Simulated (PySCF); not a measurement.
**Atomic charges by several schemes**

Compound: C7H16N2.
Structure used (GFN2-xTB), in Å, numbered top down from 1:
```
atom  x, y, z in Å
C1    -2.775   -1.711    0.071
C2    -2.910   -0.387    0.079
N3    -1.978    0.540    0.487
C4    -2.179    1.931    0.160
N5    -0.627    0.190    0.648
C6     0.072   -0.112   -0.602
C7     1.465   -0.657   -0.311
C8     2.338    0.352    0.433
C9     3.719   -0.215    0.738
H10   -3.604   -2.341   -0.191
H11   -1.859   -2.214    0.329
H12   -3.860    0.060   -0.182
H13   -2.084    2.137   -0.914
H14   -1.429    2.509    0.697
H15   -3.170    2.241    0.489
H16   -0.586   -0.615    1.269
H17   -0.486   -0.831   -1.222
H18    0.152    0.826   -1.160
H19    1.940   -0.925   -1.257
H20    1.377   -1.568    0.287
H21    1.838    0.635    1.360
H22    2.440    1.252   -0.177
H23    3.638   -1.105    1.358
H24    4.326    0.517    1.266
H25    4.233   -0.485   -0.182
```

Density: PBE0/pcSseg-1 (PySCF); schemes: Mulliken, IAO, Hirshfeld and ESP-fitted. Isolated species at its GFN2-xTB geometry (one conformer only).

Question: Tabulate the Mulliken, IAO, Hirshfeld and ESP-fitted charges.

Answer: In e; atoms taken as equivalent share a row and are averaged (×n: the atom named and its like, n in all):

```
       atom                      environment  Mulliken     IAO  Hirshfeld  ESP-fitted
         C1             terminal =CH2 carbon    -0.266  -0.441     -0.173      -0.738
         C2  vinylic carbon bearing nitrogen    +0.071  -0.050     -0.009      +0.022
         N3               hydrazine nitrogen    -0.474  -0.098     -0.019      +0.032
         C4                  N-methyl carbon    -0.061  -0.307     -0.071      -0.348
         N5               hydrazine nitrogen    -0.308  -0.326     -0.101      -0.622
         C6     sp3 carbon bound to nitrogen    -0.027  -0.156     -0.034      -0.003
         C7                 chain CH2 carbon    -0.269  -0.253     -0.066      -0.258
         C8                 chain CH2 carbon    -0.276  -0.248     -0.069      +0.383
         C9                    methyl carbon    -0.258  -0.417     -0.118      -0.459
        H10                 vinylic hydrogen    +0.114  +0.153     +0.035      +0.236
        H11                 vinylic hydrogen    +0.101  +0.132     +0.028      +0.248
        H12                 vinylic hydrogen    +0.091  +0.149     +0.052      +0.165
H13/H14/H15                  methyl hydrogen    +0.114  +0.144     +0.042      +0.136
        H16                     N–H hydrogen    +0.187  +0.245     +0.107      +0.388
    H17/H18               methylene hydrogen    +0.120  +0.125     +0.028      +0.097
    H19/H20               methylene hydrogen    +0.115  +0.129     +0.038      +0.072
    H21/H22               methylene hydrogen    +0.120  +0.134     +0.033      -0.047
H23/H24/H25                  methyl hydrogen    +0.108  +0.136     +0.038      +0.100
```

Mean size of the charges over all atoms: ESP-fitted 0.202 e, IAO 0.184 e, Mulliken 0.155 e, Hirshfeld 0.053 e. Each set sums to the total charge, 0, to within 0.002 e. The ESP scheme is a least-squares fit of atom-centred charges to the potential on four shells outside the van der Waals surface, with the total charge fixed.

Some averages cover members that differ in this geometry: H13/H14/H15, IAO +0.120 to +0.165; H13/H14/H15, ESP-fitted +0.121 to +0.158 e.

Lowest charge. The schemes don't all agree: Mulliken N3 (-0.474); IAO C1 (-0.441); Hirshfeld C1 (-0.173); ESP-fitted C1 (-0.738).

Highest charge. All schemes agree: Mulliken H16 (+0.187); IAO H16 (+0.245); Hirshfeld H16 (+0.107); ESP-fitted H16 (+0.388).

Question: Sum the charges by element.

Answer: 
```json
{"element": "C", "atoms": "7", "Mulliken": "-1.086", "IAO": "-1.871", "Hirshfeld": "-0.542", "ESP-fitted": "-1.400"}
{"element": "N", "atoms": "2", "Mulliken": "-0.782", "IAO": "-0.423", "Hirshfeld": "-0.120", "ESP-fitted": "-0.589"}
{"element": "H", "atoms": "16", "Mulliken": "+1.868", "IAO": "+2.295", "Hirshfeld": "+0.663", "ESP-fitted": "+1.990"}
```

Question: How many electrons does the ESP-fitted scheme count on C4?

Answer: Z − q = 6 − (-0.348) = 6.348.

The run behind these numbers computed NMR shieldings as well. Hardware: one thread, x86-64 server, no GPU (shared host). Cost: 60 s of wall time.
